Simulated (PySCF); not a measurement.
Predicted microwave data (PBE0/pcSseg-1 in PySCF (dipole) on a GFN2-xTB geometry, gas phase) for one isomer of C7H15OP:

```
Rotational constants : A = 2441, B = 868.2, C = 818.5 MHz
Dipole components    : |μa| = 0.27 D, |μb| = 0.77 D, |μc| = 3.63 D
Inertial defect      : -171.66 u·Å²
κ                    : -0.94
```

Question: Which structure is it? (One computed conformer of each.)
A. `[CH2:1]=[CH:2][CH2:3][P:4]([CH2:5][OH:6])[CH:7]([CH3:8])[CH3:9]` with C1–C2–C3–P4 101°, C2–C3–P4–C5 74°, C3–P4–C5–O6 -69°, P4–C5–O6–H -58°, C3–P4–C7–C8 74°
B. `[CH3:1][CH2:2][C@@H:3]1[CH2:4][CH2:5][P@:6]([CH3:7])(=[O:8])[CH2:9]1` with C1–C2–C3–C4 -177°, C2–C3–C4–C5 -174°, C3–C4–C5–P6 37°, C4–C5–P6–C7 -121°, C5–P6–C9–C3 -16°
C. `[CH3:1][CH2:2][CH2:3][CH2:4][P:5]([CH3:6])[C:7]([CH3:8])=[O:9]` with C1–C2–C3–C4 -68°, C2–C3–C4–P5 180°, C3–C4–P5–C6 71°, C4–P5–C7–C8 60°
D. `[CH3:1][C:2]([CH3:3])([CH3:4])[C@@H:5]1[CH2:6][CH2:7][P@@H:8]1=[O:9]` with C2–C5–C6–C7 -144°, C5–C6–C7–P8 19°, C6–C7–P8–O9 106°, C2–C5–P8–C7 142°
E. `[CH3:1][CH2:2][CH2:3][P@:4]([CH3:5])(=[O:6])[CH:7]1[CH2:8][CH2:9]1` with C1–C2–C3–P4 67°, C2–C3–P4–C5 60°, C3–P4–C7–C8 157°
F. `[CH3:1][CH2:2][P@H:3](=[O:4])[CH:5]1[CH2:6][CH2:7][CH2:8][CH2:9]1` with C1–C2–P3–O4 -60°, C2–P3–C5–C6 -81°, P3–C5–C6–C7 -92°, C5–C6–C7–C8 0°, C6–C7–C8–C9 -26°, C7–C8–C9–C5 41°

Answer: E. It is CCC[P@](C)(=O)C1CC1, a near-prolate asymmetric top, point group C1. The candidates at the same level (rigid rotor, commonest isotopes):

```json
{"SMILES": "CC[P@H](=O)C1CCCC1", "A (MHz)": "2675", "B (MHz)": "883.1", "C (MHz)": "772.7", "μa (D)": "1.05", "μb (D)": "3.65", "μc (D)": "0.48", "Δ (u·Å²)": "-107.13", "point group": "C1", "rotor": "asymmetric top"}
{"SMILES": "CC(C)(C)[C@@H]1CC[P@@H]1=O", "A (MHz)": "2104", "B (MHz)": "1105", "C (MHz)": "919.9", "μa (D)": "1.08", "μb (D)": "2.98", "μc (D)": "1.98", "Δ (u·Å²)": "-148.21", "point group": "C1", "rotor": "asymmetric top"}
{"SMILES": "C=CCP(CO)C(C)C", "A (MHz)": "1823", "B (MHz)": "920.5", "C (MHz)": "660.2", "μa (D)": "1.62", "μb (D)": "0.15", "μc (D)": "0.15", "Δ (u·Å²)": "-60.67", "point group": "C1", "rotor": "asymmetric top"}
{"SMILES": "CCC[P@](C)(=O)C1CC1", "A (MHz)": "2441", "B (MHz)": "868.2", "C (MHz)": "818.5", "μa (D)": "0.27", "μb (D)": "0.77", "μc (D)": "3.63", "Δ (u·Å²)": "-171.66", "point group": "C1", "rotor": "near-prolate asymmetric top"}
{"SMILES": "CCCCP(C)C(C)=O", "A (MHz)": "2270", "B (MHz)": "679.2", "C (MHz)": "570.6", "μa (D)": "2.66", "μb (D)": "0.90", "μc (D)": "0.06", "Δ (u·Å²)": "-81.06", "point group": "C1", "rotor": "asymmetric top"}
{"SMILES": "CC[C@@H]1CC[P@](C)(=O)C1", "A (MHz)": "2443", "B (MHz)": "841.8", "C (MHz)": "767.0", "μa (D)": "3.00", "μb (D)": "0.19", "μc (D)": "3.16", "Δ (u·Å²)": "-148.32", "point group": "C1", "rotor": "near-prolate asymmetric top"}
```

`CC(C)(C)[C@@H]1CC[P@@H]1=O` has B 27 % too high; `CC[C@@H]1CC[P@](C)(=O)C1` has C 6 % too low; `CCCCP(C)C(C)=O` has C 30 % too low; `CC[P@H](=O)C1CCCC1` has A 10 % too high; `C=CCP(CO)C(C)C` has A 25 % too low. No structure here is proved a minimum.
